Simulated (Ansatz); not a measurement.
## Molecular dynamics of C2H6AlFSi

Input:

```yaml
crystal:
  periodic: [false, false, false]
  atoms:
    - { symbol: F, position_ang: [-2.913047, -0.746459, -0.566165] }
    - { symbol: Al, position_ang: [-1.31361, -0.60978, -0.269389] }
    - { symbol: C, position_ang: [-0.220589, -0.474547, 1.304855] }
    - { symbol: Si, position_ang: [1.036759, 0.47328, 0.228306] }
    - { symbol: C, position_ang: [0.07678, 0.136704, -1.395458] }
    - { symbol: H, position_ang: [0.160355, -1.334156, 1.845704] }
    - { symbol: H, position_ang: [-0.740972, 0.141638, 2.039806] }
    - { symbol: H, position_ang: [1.119074, 1.922684, 0.698018] }
    - { symbol: H, position_ang: [2.345602, -0.219475, 0.311259] }
    - { symbol: H, position_ang: [0.588036, -0.740937, -1.84065] }
    - { symbol: H, position_ang: [-0.096344, 0.861704, -2.216268] }
basis:
  gaussian: { orbitals: STO-3G }
hamiltonian:
  xc: r2scan
md:
  timestep: 1.0
  n_steps: 166
  ensemble: nvt_nose_hoover
  temperature: 300.0
  initial_velocities: maxwell_boltzmann
  seed: 580415
scf:
  lower_state_search: "off"
```

Launched with:

```bash
$ ansatz run input.yaml --threads 1 --pin off --max-ram 2048MiB --backend cpu --events-out ev --progress --plain --runs-dir out
```

It goes on from the last frame of an earlier run, with new velocities.

Output, in part (one step line in 6, the closing report, with atoms numbered from 0):

```
md step     0: t =     0.00 fs  T =   300.0 K  F+E_penalty+E_count = -19125.78135247 eV  E_kin = 0.349002 eV  conserved = -19125.43235048 eV  (13 SCF iters)
md step     6: t =     6.00 fs  T =   303.3 K  F+E_penalty+E_count = -19125.78268494 eV  E_kin = 0.352803 eV  conserved = -19125.42976052 eV  (18 SCF iters)
md step    12: t =    12.00 fs  T =   243.6 K  F+E_penalty+E_count = -19125.71297716 eV  E_kin = 0.283394 eV  conserved = -19125.42907893 eV  (17 SCF iters)
md step    18: t =    18.00 fs  T =   297.4 K  F+E_penalty+E_count = -19125.77854620 eV  E_kin = 0.345981 eV  conserved = -19125.43181956 eV  (17 SCF iters)
md step    24: t =    24.00 fs  T =   252.6 K  F+E_penalty+E_count = -19125.72659706 eV  E_kin = 0.293899 eV  conserved = -19125.43166695 eV  (19 SCF iters)
md step    30: t =    30.00 fs  T =   253.3 K  F+E_penalty+E_count = -19125.72816711 eV  E_kin = 0.294689 eV  conserved = -19125.43240648 eV  (17 SCF iters)
md step    36: t =    36.00 fs  T =   248.6 K  F+E_penalty+E_count = -19125.72113086 eV  E_kin = 0.289194 eV  conserved = -19125.43116063 eV  (18 SCF iters)
md step    42: t =    42.00 fs  T =   354.3 K  F+E_penalty+E_count = -19125.84833432 eV  E_kin = 0.412208 eV  conserved = -19125.43605283 eV  (19 SCF iters)
md step    48: t =    48.00 fs  T =   320.6 K  F+E_penalty+E_count = -19125.80752035 eV  E_kin = 0.372934 eV  conserved = -19125.43513076 eV  (17 SCF iters)
md step    54: t =    54.00 fs  T =   171.2 K  F+E_penalty+E_count = -19125.63048638 eV  E_kin = 0.199147 eV  conserved = -19125.43244851 eV  (18 SCF iters)
md step    60: t =    60.00 fs  T =   231.6 K  F+E_penalty+E_count = -19125.70120872 eV  E_kin = 0.269383 eV  conserved = -19125.43399020 eV  (18 SCF iters)
md step    66: t =    66.00 fs  T =   341.4 K  F+E_penalty+E_count = -19125.82888441 eV  E_kin = 0.397145 eV  conserved = -19125.43614446 eV  (17 SCF iters)
md step    72: t =    72.00 fs  T =   336.8 K  F+E_penalty+E_count = -19125.81908571 eV  E_kin = 0.391831 eV  conserved = -19125.43487032 eV  (17 SCF iters)
md step    78: t =    78.00 fs  T =   255.9 K  F+E_penalty+E_count = -19125.71911211 eV  E_kin = 0.297737 eV  conserved = -19125.43173660 eV  (19 SCF iters)
md step    84: t =    84.00 fs  T =   182.0 K  F+E_penalty+E_count = -19125.63136497 eV  E_kin = 0.211719 eV  conserved = -19125.43252072 eV  (19 SCF iters)
md step    90: t =    90.00 fs  T =   270.5 K  F+E_penalty+E_count = -19125.73252846 eV  E_kin = 0.314657 eV  conserved = -19125.43413948 eV  (18 SCF iters)
md step    96: t =    96.00 fs  T =   345.1 K  F+E_penalty+E_count = -19125.81307253 eV  E_kin = 0.401499 eV  conserved = -19125.43336785 eV  (18 SCF iters)
md step   102: t =   102.00 fs  T =   275.0 K  F+E_penalty+E_count = -19125.72085663 eV  E_kin = 0.319938 eV  conserved = -19125.42906384 eV  (17 SCF iters)
md step   108: t =   108.00 fs  T =   254.8 K  F+E_penalty+E_count = -19125.69409188 eV  E_kin = 0.296396 eV  conserved = -19125.43168573 eV  (17 SCF iters)
md step   114: t =   114.00 fs  T =   173.2 K  F+E_penalty+E_count = -19125.59388636 eV  E_kin = 0.201433 eV  conserved = -19125.43125530 eV  (18 SCF iters)
md step   120: t =   120.00 fs  T =   308.4 K  F+E_penalty+E_count = -19125.74267095 eV  E_kin = 0.358728 eV  conserved = -19125.43009965 eV  (18 SCF iters)
md step   126: t =   126.00 fs  T =   318.3 K  F+E_penalty+E_count = -19125.74256846 eV  E_kin = 0.370315 eV  conserved = -19125.42868540 eV  (17 SCF iters)
md step   132: t =   132.00 fs  T =   267.0 K  F+E_penalty+E_count = -19125.67355954 eV  E_kin = 0.310660 eV  conserved = -19125.42947354 eV  (18 SCF iters)
md step   138: t =   138.00 fs  T =   283.5 K  F+E_penalty+E_count = -19125.68548495 eV  E_kin = 0.329860 eV  conserved = -19125.43183238 eV  (18 SCF iters)
md step   144: t =   144.00 fs  T =   301.2 K  F+E_penalty+E_count = -19125.69399419 eV  E_kin = 0.350389 eV  conserved = -19125.43039748 eV  (19 SCF iters)
md step   150: t =   150.00 fs  T =   347.4 K  F+E_penalty+E_count = -19125.73377621 eV  E_kin = 0.404189 eV  conserved = -19125.43034458 eV  (19 SCF iters)
md step   156: t =   156.00 fs  T =   331.8 K  F+E_penalty+E_count = -19125.70441423 eV  E_kin = 0.386005 eV  conserved = -19125.43245295 eV  (18 SCF iters)
md step   162: t =   162.00 fs  T =   371.3 K  F+E_penalty+E_count = -19125.73514724 eV  E_kin = 0.431959 eV  conserved = -19125.43157975 eV  (18 SCF iters)
md step   166: t =   166.00 fs  T =   459.8 K  F+E_penalty+E_count = -19125.82872032 eV  E_kin = 0.534915 eV  conserved = -19125.43372803 eV  (17 SCF iters)
Total energy: -19125.82872662 eV, -702.8612417509 hartree
Atom 0 at    -2.914530    -0.831257    -0.587572 Å, force     0.141511    -0.106171     0.146003 eV/Å
Atom 1 at    -1.338023    -0.564823    -0.270459 Å, force     0.059201     0.394079     0.086535 eV/Å
Atom 2 at    -0.218580    -0.402821     1.282950 Å, force    -0.951500    -0.338327     0.107008 eV/Å
Atom 3 at     1.072037     0.436417     0.243813 Å, force     1.255219     0.008217    -0.727099 eV/Å
Atom 4 at     0.043127     0.159632    -1.369906 Å, force     0.352340    -0.373436    -0.173141 eV/Å
Atom 5 at     0.052468    -1.268134     1.860800 Å, force     0.365909    -0.727825     0.195177 eV/Å
Atom 6 at    -0.651623     0.284690     1.998367 Å, force    -0.158013     0.453904     0.399891 eV/Å
Atom 7 at     1.272472     1.792839     0.783884 Å, force    -0.146148    -0.320867    -0.649088 eV/Å
Atom 8 at     2.440685    -0.186493     0.175080 Å, force    -1.173291     0.354117     0.148096 eV/Å
Atom 9 at     0.473664    -0.689141    -1.956801 Å, force     0.101359     0.795043     0.267685 eV/Å
Atom 10 at    -0.136368     0.991782    -2.066859 Å, force     0.153414    -0.138733     0.198933 eV/Å
Dipole moment:    -0.193957    -0.153182    -0.026301 e Å
```

The run went to its last step. The conserved energy stayed within 0.36 meV per atom of its start (net change -0.13 meV per atom), so the integration is sound. A run of 0.17 ps of so small a system gives no equilibrium averages. Limits of this set-up: minimal basis.

The same pairs are bonded in the first frame and the last. Pairs count as bonded within 1.25 times the sum of covalent radii (0.12 Å more for H–H).

Last frame:

```xyz
11
Properties=species:S:1:pos:R:3
F -2.914 -0.831 -0.588
Al -1.338 -0.565 -0.271
C -0.219 -0.403 1.283
Si 1.072 0.436 0.244
C 0.043 0.160 -1.370
H 0.052 -1.268 1.861
H -0.652 0.285 1.998
H 1.272 1.793 0.784
H 2.441 -0.186 0.175
H 0.474 -0.689 -1.957
H -0.136 0.992 -2.067
```

Time of the run: 4.3 min on 1 thread of AMD EPYC 9R14 (Zen 4), with other jobs on the host, peak memory 0.11 GiB.
